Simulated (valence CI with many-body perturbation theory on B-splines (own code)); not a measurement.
## Energy levels of Br4+

Level of theory: relativistic CI+MBPT: three valence electrons over a frozen Dirac-Fock core [Ar] 3d10, radial functions for each j: 9 s, 9 p, 8 d, 6 f, 3 g, 1 h, with the one-electron correlation potential Σ1, the two-electron term Σ2, the three-electron term Σ3, Breit, model QED; selected CI, second order for the rest, scaled by the run's own slope (own B-spline code, finite nucleus).

Against 8 measured levels this calculation errs by 78 cm⁻¹ on average and by 222 at most. These come from a selection out of Moore, Atomic Energy Levels, vol. II, NSRDS-NBS 35 (1971 reprint of NBS Circular 467, 1952), an old analysis. Levels without a partner in it may be off by more.

Levels 1 to 35 of 35, with energies above the lowest level, 4s2 4p 2P°_1/2. "Leading %" is the weight of the configuration and term that name the level; weights of strongly mixed levels are sums over their largest components and can fall short, so below about 35 % the name and the second component can differ from the true leading terms, or belong to a minority configuration. Lifetimes count E1, E2, E3, M1 and M2 decay at the calculated energies, and are blank where another channel may lead or the interval is too uncertain; long ones can be off by a factor of two.

```tsv
No.	Configuration	Term	J	E (cm⁻¹)	Leading %	g	Lifetime
1	4s2 4p	2P°	1/2	0.0	97	0.666	
2	4s2 4p	2P°	3/2	6080	97	1.334	492 ms
3	4s 4p2	4P	1/2	93305	99	2.665	125 ns
4	4s 4p2	4P	3/2	95773	99	1.733	671 ns
5	4s 4p2	4P	5/2	99073	98	1.596	191 ns
6	4s 4p2	2D	3/2	122720	88	0.803	1.42 ns
7	4s 4p2	2D	5/2	123450	87	1.206	1.78 ns
8	4s 4p2	2S	1/2	149420	82	1.796	173 ps
9	4s 4p2	2P	1/2	158210	81	0.877	84.1 ps
10	4s 4p2	2P	3/2	161090	96	1.331	74.2 ps
11	4s2 4d	2D	3/2	187940	87	0.800	53.5 ps
12	4s2 4d	2D	5/2	188570	87	1.200	56.6 ps
13	4s2 5s	2S	1/2	213540	96	2.002	87.7 ps
14	4p3	2D°	3/2	239820	66	0.855	673 ps
15	4p3	2D°	5/2	241030	71	1.200	863 ps
16	4p3	4S°	3/2	243380	93	1.943	88.0 ps
17	4s2 5p	2P°	1/2	253960	94	0.666	643 ps
18	4s2 5p	2P°	3/2	255730	93	1.334	615 ps
19	4p3	2P°	1/2	265150	78	0.666	195 ps
20	4p3	2P°	3/2	266080	71	1.325	201 ps
21	4s 4p 4d	4F°	3/2	267430	96	0.415	5.52 ns
22	4s 4p 4d	4F°	5/2	268700	97	1.031	5.55 ns
23	4s 4p 4d	4F°	7/2	270620	97	1.240	5.08 ns
24	4s 4p 4d	4F°	9/2	273350	98	1.334	
25	4s 4p 4d	4P°	5/2	284040	66	1.519	66.0 ps
26	4s 4p 4d	4D°	3/2	284840	58	1.409	55.1 ps
27	4s 4p 4d	4D°	1/2	285400	85	0.357	48.1 ps
28	4s 4p 4d	4D°	7/2	288430	96	1.422	47.9 ps
29	4s 4p 4d	4P°	1/2	288660	85	2.313	68.0 ps
30	4s 4p 4d	4D°	5/2	288840	68	1.431	52.7 ps
31	4s 4p 4d	4P°	3/2	288850	58	1.513	59.6 ps
32	4s2 4f	2F°	5/2	294110	50	0.971	158 ps
33	4s2 4f	2F°	7/2	294460	78	1.148	182 ps
34	4s 4p 4d	2D°	3/2	294590	77	0.810	67.8 ps
35	4s 4p 4d	2D°	5/2	295110	50	1.094	80.8 ps
```

Names give the largest LS component (configuration and term), which can be under half, so a name can repeat, a term be missing and a line seem to break the LS rules; names also repeat where a configuration has a term twice.

Where two levels of one J and parity lie close, their mixing, g and order are uncertain.

The ionisation energy to 4s2 1S_0 of the next ion comes out as 59.683 eV (NIST: 59.595 ± 0.025 eV (measured)). All 35 levels together are meant to be complete up to 300420 cm⁻¹.
